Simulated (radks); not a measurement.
Ionisation of neutral carbon, [He] 2s2 2p2, to [He] 2s2 2p1 as the strength of local exchange is varied. Method: Dirac Kohn-Sham, Slater X-alpha exchange (alpha = 2/3 is LDA exchange), no correlation, spin-unpolarised, spherical densities, finite nucleus; open shells fill j = l - 1/2 first; Fermi nuclear charge, rms radius 2.4702 fm; computed with a radial shooting solver on a logarithmic mesh with Libxc functionals.

\begin{tabular}{lrrrrr}
alpha & E(C) (hartree) & exchange (hartree) & IE (eV) & -e of the level emptied (eV) & <r> of it (bohr) \\ \hline
0.643 & -36.91644 & -4.17069 & 9.485 & 4.092 (2p1/2) & 1.860 \\
0.655 & -36.99434 & -4.25555 & 9.615 & 4.196 (2p1/2) & 1.850 \\
0.667 & -37.07237 & -4.34066 & 9.746 & 4.300 (2p1/2) & 1.840 \\
0.775 & -37.78040 & -5.11796 & 10.962 & 5.287 (2p1/2) & 1.758 \\
0.781 & -37.82003 & -5.16174 & 11.032 & 5.344 (2p1/2) & 1.754 \\
0.908 & -38.66653 & -6.10300 & 12.552 & 6.614 (2p1/2) & 1.670 \\
0.924 & -38.77418 & -6.22357 & 12.750 & 6.782 (2p1/2) & 1.660 \\
1.018 & -39.41120 & -6.94080 & 13.942 & 7.800 (2p1/2) & 1.606 \\
\end{tabular}

NIST Atomic Spectra Database: 11.260 eV (measured). The Delta-SCF value meets it near alpha = 0.80. Spin polarisation and multiplet splitting are left out, so open shells lie too high by an amount that depends on their filling.

Beside tabulated values, note that spin-unpolarised runs miss the spin-polarisation part of the exchange energy of open shells.
